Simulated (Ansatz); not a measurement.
Start from `O[SiH]1CS1` and change one atom or group to get `C1[SiH2]S1`.

Ansatz, PBE0-D4/def2-TZVP geometries, multiplicity 1. Each molecule was computed in one conformer, which needn't be the lowest.

```
                                          property  `O[SiH]1CS1`
                 LUMO energy (PBE/def2-TZVPP) / eV         -0.79
           HOMO–LUMO gap (ωB97M-V/def2-TZVPP) / eV         11.20
               HOMO energy (B3LYP/def2-TZVPP) / eV         -6.83
size of the dipole moment (ωB97M-V/def2-TZVPP) / D          1.45
             HOMO energy (ωB97M-V/def2-TZVPP) / eV         -9.27
    zero-point energy (PBE0-D4/def2-TZVP) / kJ/mol         135.2
```

Problem. Give the same properties after the change, and the shifts. (An estimate is asked.)

Solution. Ansatz gave: 
```
                                          property  `C1[SiH2]S1`  shift
                 LUMO energy (PBE/def2-TZVPP) / eV         -1.22  -0.43
           HOMO–LUMO gap (ωB97M-V/def2-TZVPP) / eV         10.51  -0.69
               HOMO energy (B3LYP/def2-TZVPP) / eV         -6.73   0.10
size of the dipole moment (ωB97M-V/def2-TZVPP) / D          1.77   0.32
             HOMO energy (ωB97M-V/def2-TZVPP) / eV         -9.16   0.11
    zero-point energy (PBE0-D4/def2-TZVP) / kJ/mol         117.9  -17.3
```

With PBE0 the HOMO rises by 0.11 eV and the LUMO falls by 0.56 eV, so the gap narrows by about 0.67 eV. PBE moves the HOMO by 0.09 eV and ωB97M-V by 0.11 eV. The zero-point energy changes by -17.3 kJ/mol with -3 modes. Dipoles are sizes alone; their direction can turn.

B3LYP here is the variant with VWN-RPA as its local correlation; programs differ in this.
